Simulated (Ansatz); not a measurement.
(BeO)6 prism (Be6O6). Total charge 0; singlet. Geometry r2SCAN-D4/def2-SVP, basis def2-TZVP, Ansatz.

```
atom    x (Å)    y (Å)    z (Å)
 Be1   0.9067  -0.4120   1.3206
 Be2  -1.5253  -0.0968   0.6324
 Be3   0.2189   1.6387  -0.0231
 Be4   1.5252   0.0968  -0.6324
 Be5  -0.2189  -1.6387   0.0231
 Be6  -0.9067   0.4120  -1.3205
  O7  -0.5542  -0.9442   1.5263
  O8  -1.3192   1.3371   0.0318
  O9   1.3857   0.9866   0.7972
 O10   1.3192  -1.3371  -0.0318
 O11  -1.3857  -0.9866  -0.7972
 O12   0.5542   0.9443  -1.5263
```

| run | HOMO (eV) | LUMO (eV) |
| --- | --- | --- |
| A | -6.81 | -2.01 |
| B | -8.33 | -1.21 |
| C | -6.72 | -1.98 |
| D | -9.86 | -0.59 |
| E | -8.11 | -1.50 |
| F | -7.08 | -1.47 |

B3LYP takes the VWN-RPA correlation. Another isomer (singlet) lies 0.03 eV lower at PBE-D4/def2-SVP; other spin states weren't run for this one.

**Question.** The runs used B3LYP, BHLYP, BLYP, PBE, PBE0, r2SCAN. Estimate which is which.

**Answer.** A PBE (0 % exact exchange); B PBE0 (25 % exact exchange); C BLYP (0 % exact exchange); D BHLYP (50 % exact exchange); E B3LYP (20 % exact exchange); F r2SCAN (0 % exact exchange). Exact exchange lowers occupied and raises empty levels; among semilocal functionals meta-GGAs tend to open the gap a little, and such runs are hard to tell apart. The gap grows from 4.74 eV (BLYP) to 9.27 eV (BHLYP).
